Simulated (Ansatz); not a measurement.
Born–Oppenheimer molecular dynamics of a periodic cell of 17 atoms, Ba16H (host Ba, host structure bcc, interstitial H). It starts from a relaxed structure.

Level of theory: DFT PBEsol, scalar-relativistic, plane waves, PAW (Ansatz). Settings: accuracy low, cutoff 420 eV, k mesh 2x2x2, fermi-dirac smearing 0.05 eV, no spin polarisation.

```
ensemble        : NVT, Nosé–Hoover chain
time step       : 0.5 fs
steps asked     : 200
set temperature : 1500 K
thermostat      : time constant 50 fs, chain length 3
seed            : 801467
```

Frames 1 fs apart, positions in Å, forces in eV/Å.

Velocities at 5 fs (Å/ps):

```
Ba -1.52 -1.14 -0.23
Ba -6.09 -0.32 3.97
Ba -1.63 -1.99 2.85
Ba 3.13 2.17 2.11
Ba 6.02 -0.81 -2.39
Ba -2.83 0.65 -2.01
Ba -2.90 -6.85 -0.03
Ba -2.73 -0.25 2.37
Ba 4.08 1.45 -0.89
Ba 0.10 2.46 -0.77
Ba 0.38 1.29 0.91
Ba -3.17 0.05 -4.79
Ba 2.55 5.83 -0.27
Ba -1.94 -1.50 -4.41
Ba 2.15 0.06 0.09
Ba 4.33 -0.57 3.31
H 7.99 -70.51 23.14
```

```xyz
17
Lattice="10.0400 0.0000 0.0000 0.0000 10.0400 0.0000 0.0000 0.0000 10.0400" Properties=species:S:1:pos:R:3:forces:R:3 time_fs=5 energy_less_start_eV=0.135 T=1436
Ba -0.116 0.147 0.000 0.03 0.01 0.00
Ba 5.095 0.152 0.021 0.04 -0.02 -0.04
Ba 0.244 4.954 0.015 -0.13 -0.05 0.00
Ba -0.087 -0.072 5.031 0.04 -0.04 -0.01
Ba 2.539 2.354 2.605 -0.05 0.01 -0.01
Ba 4.749 4.968 -0.009 0.50 -0.19 0.01
Ba 5.106 -0.117 5.020 -0.03 0.02 0.01
Ba 7.515 2.591 2.626 0.01 0.00 -0.04
Ba 0.124 5.088 5.016 -0.02 0.02 0.00
Ba 2.509 7.593 2.245 0.00 -0.16 -0.02
Ba 2.510 2.365 7.429 0.00 -0.01 0.00
Ba 4.897 5.081 4.997 0.03 0.05 0.04
Ba 7.541 7.500 2.404 -0.02 -0.04 0.02
Ba 7.519 2.585 7.405 -0.01 0.02 0.06
Ba 2.519 7.581 7.794 -0.02 -0.15 0.07
Ba 7.550 7.468 7.652 -0.04 0.01 -0.04
H 2.574 5.871 0.125 -0.35 0.51 -0.06
17
Lattice="10.0400 0.0000 0.0000 0.0000 10.0400 0.0000 0.0000 0.0000 10.0400" Properties=species:S:1:pos:R:3:forces:R:3 time_fs=6 energy_less_start_eV=0.179 T=1414
Ba -0.118 0.146 -0.001 0.03 0.02 0.00
Ba 5.089 0.151 0.025 0.05 -0.02 -0.05
Ba 0.242 4.952 0.018 -0.16 -0.06 0.00
Ba -0.084 -0.070 5.033 0.04 -0.03 -0.01
Ba 2.545 2.353 2.602 -0.06 0.02 0.00
Ba 4.746 4.969 -0.011 0.62 -0.22 0.00
Ba 5.103 -0.123 5.020 -0.03 0.02 0.02
Ba 7.513 2.591 2.628 0.01 0.01 -0.04
Ba 0.129 5.089 5.015 -0.03 0.02 0.00
Ba 2.509 7.596 2.245 -0.01 -0.18 -0.02
Ba 2.511 2.366 7.430 0.00 -0.01 -0.01
Ba 4.894 5.081 4.992 0.04 0.05 0.04
Ba 7.544 7.505 2.404 -0.02 -0.04 0.03
Ba 7.517 2.583 7.401 -0.01 0.01 0.06
Ba 2.521 7.581 7.794 -0.02 -0.15 0.05
Ba 7.554 7.467 7.656 -0.04 0.01 -0.05
H 2.580 5.803 0.148 -0.43 0.58 -0.04
17
Lattice="10.0400 0.0000 0.0000 0.0000 10.0400 0.0000 0.0000 0.0000 10.0400" Properties=species:S:1:pos:R:3:forces:R:3 time_fs=7 energy_less_start_eV=0.223 T=1393
Ba -0.119 0.145 -0.001 0.03 0.02 0.00
Ba 5.083 0.151 0.029 0.06 -0.02 -0.06
Ba 0.241 4.950 0.021 -0.19 -0.07 0.00
Ba -0.081 -0.067 5.035 0.04 -0.03 -0.02
Ba 2.551 2.353 2.600 -0.07 0.03 0.00
Ba 4.743 4.969 -0.013 0.71 -0.24 -0.01
Ba 5.100 -0.130 5.020 -0.02 0.02 0.02
Ba 7.510 2.591 2.631 0.01 0.01 -0.04
Ba 0.133 5.091 5.014 -0.03 0.02 0.00
Ba 2.509 7.598 2.244 -0.01 -0.21 -0.02
Ba 2.511 2.367 7.431 0.00 -0.01 -0.01
Ba 4.891 5.081 4.987 0.04 0.05 0.05
Ba 7.546 7.511 2.404 -0.02 -0.05 0.03
Ba 7.515 2.582 7.396 -0.01 0.02 0.06
Ba 2.523 7.581 7.794 -0.03 -0.15 0.04
Ba 7.559 7.466 7.659 -0.05 0.01 -0.06
H 2.582 5.741 0.171 -0.49 0.64 -0.02
17
Lattice="10.0400 0.0000 0.0000 0.0000 10.0400 0.0000 0.0000 0.0000 10.0400" Properties=species:S:1:pos:R:3:forces:R:3 time_fs=8 energy_less_start_eV=0.262 T=1374
Ba -0.121 0.144 -0.001 0.04 0.02 0.00
Ba 5.077 0.151 0.033 0.07 -0.03 -0.07
Ba 0.239 4.948 0.024 -0.21 -0.08 0.00
Ba -0.078 -0.065 5.037 0.05 -0.04 -0.02
Ba 2.557 2.352 2.598 -0.08 0.04 0.00
Ba 4.741 4.970 -0.015 0.77 -0.26 -0.01
Ba 5.097 -0.137 5.020 -0.02 0.03 0.02
Ba 7.507 2.590 2.633 0.01 0.00 -0.04
Ba 0.137 5.092 5.014 -0.03 0.02 0.01
Ba 2.509 7.601 2.243 -0.01 -0.22 -0.01
Ba 2.511 2.368 7.432 0.00 -0.01 -0.01
Ba 4.888 5.081 4.982 0.05 0.06 0.06
Ba 7.549 7.517 2.404 -0.03 -0.06 0.04
Ba 7.513 2.580 7.392 -0.01 0.01 0.07
Ba 2.525 7.581 7.794 -0.04 -0.14 0.02
Ba 7.563 7.466 7.662 -0.05 0.01 -0.07
H 2.580 5.685 0.193 -0.51 0.63 0.02
17
Lattice="10.0400 0.0000 0.0000 0.0000 10.0400 0.0000 0.0000 0.0000 10.0400" Properties=species:S:1:pos:R:3:forces:R:3 time_fs=9 energy_less_start_eV=0.296 T=1358
Ba -0.122 0.143 -0.001 0.04 0.02 0.00
Ba 5.071 0.150 0.037 0.08 -0.03 -0.08
Ba 0.237 4.946 0.027 -0.25 -0.09 0.00
Ba -0.075 -0.063 5.039 0.05 -0.04 -0.02
Ba 2.563 2.351 2.595 -0.09 0.05 0.00
Ba 4.738 4.971 -0.017 0.82 -0.25 -0.02
Ba 5.094 -0.144 5.020 -0.02 0.03 0.03
Ba 7.504 2.590 2.635 0.02 0.00 -0.04
Ba 0.141 5.094 5.013 -0.04 0.02 0.01
Ba 2.509 7.603 2.242 -0.02 -0.23 -0.01
Ba 2.512 2.370 7.433 0.00 -0.01 -0.01
Ba 4.885 5.081 4.978 0.06 0.06 0.06
Ba 7.551 7.523 2.403 -0.03 -0.06 0.04
Ba 7.512 2.579 7.387 -0.01 0.01 0.07
Ba 2.528 7.581 7.794 -0.04 -0.14 0.01
Ba 7.567 7.465 7.666 -0.06 0.01 -0.08
H 2.572 5.634 0.215 -0.51 0.65 0.04
17
Lattice="10.0400 0.0000 0.0000 0.0000 10.0400 0.0000 0.0000 0.0000 10.0400" Properties=species:S:1:pos:R:3:forces:R:3 time_fs=10 energy_less_start_eV=0.323 T=1345
Ba -0.124 0.142 -0.001 0.05 0.02 0.00
Ba 5.065 0.150 0.041 0.09 -0.03 -0.08
Ba 0.236 4.944 0.030 -0.29 -0.10 -0.01
Ba -0.071 -0.061 5.042 0.05 -0.05 -0.02
Ba 2.569 2.350 2.593 -0.09 0.05 -0.01
Ba 4.736 4.971 -0.019 0.83 -0.25 -0.02
Ba 5.091 -0.151 5.020 -0.02 0.04 0.03
Ba 7.502 2.590 2.638 0.01 0.00 -0.05
Ba 0.145 5.095 5.012 -0.04 0.02 0.01
Ba 2.509 7.606 2.241 -0.02 -0.24 -0.01
Ba 2.512 2.371 7.434 0.00 -0.01 -0.01
Ba 4.881 5.081 4.973 0.06 0.07 0.07
Ba 7.554 7.529 2.403 -0.03 -0.07 0.05
Ba 7.510 2.577 7.383 -0.02 0.01 0.08
Ba 2.530 7.581 7.794 -0.05 -0.12 -0.01
Ba 7.572 7.465 7.669 -0.07 0.02 -0.08
H 2.560 5.590 0.238 -0.46 0.64 0.06
17
Lattice="10.0400 0.0000 0.0000 0.0000 10.0400 0.0000 0.0000 0.0000 10.0400" Properties=species:S:1:pos:R:3:forces:R:3 time_fs=11 energy_less_start_eV=0.345 T=1335
Ba -0.125 0.141 -0.002 0.05 0.03 0.00
Ba 5.059 0.150 0.044 0.10 -0.04 -0.09
Ba 0.234 4.942 0.033 -0.34 -0.12 -0.01
Ba -0.068 -0.059 5.044 0.05 -0.05 -0.02
Ba 2.575 2.349 2.590 -0.10 0.07 -0.01
Ba 4.733 4.972 -0.021 0.81 -0.23 -0.01
Ba 5.088 -0.158 5.020 -0.01 0.05 0.03
Ba 7.499 2.590 2.640 0.02 -0.01 -0.05
Ba 0.149 5.097 5.011 -0.05 0.02 0.01
Ba 2.509 7.608 2.241 -0.03 -0.25 0.00
Ba 2.513 2.372 7.435 0.00 -0.01 -0.01
Ba 4.878 5.081 4.968 0.07 0.07 0.08
Ba 7.556 7.534 2.403 -0.04 -0.07 0.05
Ba 7.508 2.576 7.379 -0.02 0.01 0.08
Ba 2.532 7.581 7.794 -0.06 -0.11 -0.03
Ba 7.576 7.464 7.672 -0.07 0.02 -0.09
H 2.543 5.552 0.262 -0.38 0.62 0.09
17
Lattice="10.0400 0.0000 0.0000 0.0000 10.0400 0.0000 0.0000 0.0000 10.0400" Properties=species:S:1:pos:R:3:forces:R:3 time_fs=12 energy_less_start_eV=0.363 T=1327
Ba -0.127 0.139 -0.002 0.05 0.04 0.00
Ba 5.053 0.149 0.048 0.11 -0.04 -0.10
Ba 0.232 4.940 0.035 -0.41 -0.13 -0.02
Ba -0.065 -0.057 5.046 0.05 -0.05 -0.03
Ba 2.581 2.349 2.588 -0.12 0.08 -0.01
Ba 4.730 4.972 -0.023 0.78 -0.21 -0.01
Ba 5.085 -0.164 5.020 -0.01 0.05 0.04
Ba 7.496 2.589 2.643 0.02 0.00 -0.05
Ba 0.153 5.098 5.010 -0.05 0.02 0.01
Ba 2.510 7.610 2.240 -0.04 -0.27 0.00
Ba 2.513 2.373 7.436 0.00 -0.01 -0.02
Ba 4.875 5.081 4.963 0.07 0.08 0.08
Ba 7.559 7.540 2.402 -0.04 -0.08 0.05
Ba 7.506 2.574 7.374 -0.02 0.01 0.09
Ba 2.534 7.581 7.794 -0.06 -0.11 -0.04
Ba 7.580 7.463 7.676 -0.08 0.02 -0.10
H 2.523 5.520 0.286 -0.26 0.62 0.09
17
Lattice="10.0400 0.0000 0.0000 0.0000 10.0400 0.0000 0.0000 0.0000 10.0400" Properties=species:S:1:pos:R:3:forces:R:3 time_fs=13 energy_less_start_eV=0.378 T=1320
Ba -0.128 0.138 -0.002 0.06 0.04 0.00
Ba 5.047 0.149 0.052 0.12 -0.04 -0.11
Ba 0.231 4.938 0.038 -0.48 -0.15 -0.03
Ba -0.062 -0.054 5.048 0.05 -0.05 -0.03
Ba 2.587 2.348 2.586 -0.12 0.09 -0.02
Ba 4.728 4.973 -0.025 0.72 -0.19 0.00
Ba 5.083 -0.171 5.020 -0.01 0.05 0.04
Ba 7.494 2.589 2.645 0.02 -0.01 -0.05
Ba 0.157 5.099 5.009 -0.06 0.02 0.01
Ba 2.510 7.613 2.239 -0.05 -0.27 0.01
Ba 2.513 2.375 7.437 0.00 -0.01 -0.02
Ba 4.872 5.081 4.958 0.08 0.08 0.09
Ba 7.562 7.546 2.402 -0.04 -0.09 0.06
Ba 7.504 2.573 7.370 -0.02 0.01 0.09
Ba 2.536 7.581 7.795 -0.07 -0.10 -0.05
Ba 7.585 7.463 7.679 -0.08 0.02 -0.10
H 2.500 5.494 0.311 -0.12 0.60 0.11
17
Lattice="10.0400 0.0000 0.0000 0.0000 10.0400 0.0000 0.0000 0.0000 10.0400" Properties=species:S:1:pos:R:3:forces:R:3 time_fs=14 energy_less_start_eV=0.393 T=1314
Ba -0.130 0.137 -0.002 0.07 0.04 0.00
Ba 5.041 0.149 0.056 0.13 -0.04 -0.11
Ba 0.229 4.936 0.041 -0.53 -0.16 -0.04
Ba -0.059 -0.052 5.050 0.05 -0.06 -0.03
Ba 2.593 2.347 2.583 -0.12 0.10 -0.02
Ba 4.726 4.973 -0.027 0.66 -0.18 0.01
Ba 5.080 -0.178 5.020 -0.01 0.06 0.04
Ba 7.491 2.589 2.647 0.02 -0.01 -0.05
Ba 0.161 5.101 5.008 -0.06 0.02 0.02
Ba 2.510 7.615 2.238 -0.05 -0.28 0.01
Ba 2.514 2.376 7.438 0.00 -0.01 -0.02
Ba 4.869 5.082 4.954 0.08 0.09 0.10
Ba 7.564 7.552 2.402 -0.05 -0.09 0.06
Ba 7.502 2.571 7.366 -0.02 0.01 0.09
Ba 2.538 7.581 7.795 -0.08 -0.09 -0.07
Ba 7.589 7.462 7.682 -0.09 0.02 -0.11
H 2.476 5.473 0.337 0.02 0.58 0.13
17
Lattice="10.0400 0.0000 0.0000 0.0000 10.0400 0.0000 0.0000 0.0000 10.0400" Properties=species:S:1:pos:R:3:forces:R:3 time_fs=15 energy_less_start_eV=0.407 T=1308
Ba -0.131 0.136 -0.003 0.07 0.04 0.00
Ba 5.035 0.148 0.060 0.14 -0.04 -0.12
Ba 0.227 4.934 0.044 -0.61 -0.17 -0.06
Ba -0.056 -0.050 5.052 0.05 -0.06 -0.03
Ba 2.599 2.346 2.581 -0.14 0.10 -0.02
Ba 4.723 4.974 -0.029 0.59 -0.16 0.02
Ba 5.077 -0.185 5.020 -0.01 0.07 0.04
Ba 7.488 2.589 2.650 0.02 -0.01 -0.06
Ba 0.165 5.103 5.007 -0.06 0.01 0.02
Ba 2.510 7.617 2.238 -0.06 -0.29 0.01
Ba 2.514 2.377 7.439 0.01 -0.01 -0.02
Ba 4.866 5.082 4.949 0.09 0.09 0.11
Ba 7.567 7.558 2.402 -0.05 -0.10 0.06
Ba 7.500 2.570 7.361 -0.03 0.01 0.10
Ba 2.540 7.581 7.795 -0.08 -0.08 -0.08
Ba 7.593 7.462 7.685 -0.10 0.02 -0.11
H 2.453 5.459 0.365 0.17 0.56 0.15
17
Lattice="10.0400 0.0000 0.0000 0.0000 10.0400 0.0000 0.0000 0.0000 10.0400" Properties=species:S:1:pos:R:3:forces:R:3 time_fs=16 energy_less_start_eV=0.421 T=1303
Ba -0.133 0.135 -0.003 0.07 0.05 0.00
Ba 5.029 0.148 0.064 0.15 -0.04 -0.13
Ba 0.225 4.932 0.047 -0.66 -0.19 -0.07
Ba -0.053 -0.048 5.054 0.05 -0.06 -0.03
Ba 2.605 2.345 2.578 -0.14 0.11 -0.02
Ba 4.721 4.974 -0.031 0.54 -0.14 0.04
Ba 5.074 -0.192 5.020 0.00 0.07 0.04
Ba 7.485 2.588 2.652 0.02 -0.01 -0.06
Ba 0.169 5.104 5.006 -0.06 0.01 0.02
Ba 2.510 7.620 2.237 -0.06 -0.29 0.02
Ba 2.515 2.379 7.439 0.00 -0.01 -0.03
Ba 4.863 5.082 4.944 0.09 0.09 0.11
Ba 7.569 7.563 2.401 -0.05 -0.11 0.06
Ba 7.498 2.568 7.357 -0.03 0.01 0.10
Ba 2.542 7.581 7.795 -0.09 -0.07 -0.09
Ba 7.598 7.461 7.689 -0.10 0.02 -0.12
H 2.430 5.449 0.394 0.30 0.55 0.16
```

Of the whole run (100 fs, mean temperature of the second half 1261 K): The conserved energy stayed within 0.71 meV per atom of its start (net change 0.71 meV per atom), so the integration is sound. The mean temperature of the second half is 16 % below the set value. A run of 0.1 ps of so small a system gives no equilibrium averages. The SCF threshold is loose, so the forces are noisy. Limits of this set-up: coarse k mesh, odd electron count without spin, a small cell, in which the defect meets its images, a typed lattice constant that wasn't relaxed here, low accuracy level.

Time of the run: 16 min on 4 threads of Intel(R) Xeon(R) Platinum 8259CL CPU @ 2.50GHz (Skylake/Cascade Lake), with other jobs on the host, peak memory 3.3 GiB.
